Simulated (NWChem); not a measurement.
# MoHS$_{3}$F; SMILES [F][Mo](=[S])(=[S])[SH]

```xyz
6

Mo     0.0172     0.0965     0.2137
S     -1.4032     1.3231    -0.7211
S      1.8981     0.4167    -0.6452
F      0.0389     0.3934     2.0278
S     -0.4498    -2.0910    -0.3237
H     -1.7942    -1.9776    -0.1877
```
Atoms are numbered in this order, from 1.

Program: NWChem. Geometry: optimised at PBE0/def2-SVP. Not confirmed as a minimum by frequencies. def2 effective core potentials on Mo; no spin-orbit coupling. Level M06-2X/def2-SVP: energy and gradient on several grids; changes count from the extra-fine grid, which is no exact limit either.

```
grid     size of the energy change (μHa)  largest change of a gradient component (μHa/bohr)  time, medium = 1 (rough)
-------  -------------------------------  -------------------------------------------------  ------------------------
xcoarse                             7000                                               2000                   about 1
coarse                               400                                                400                   about 1
medium                                50                                                200                   about 1
fine                                < 10                                                 90                   about 1
xfine                               < 10                                               < 30                         2
```
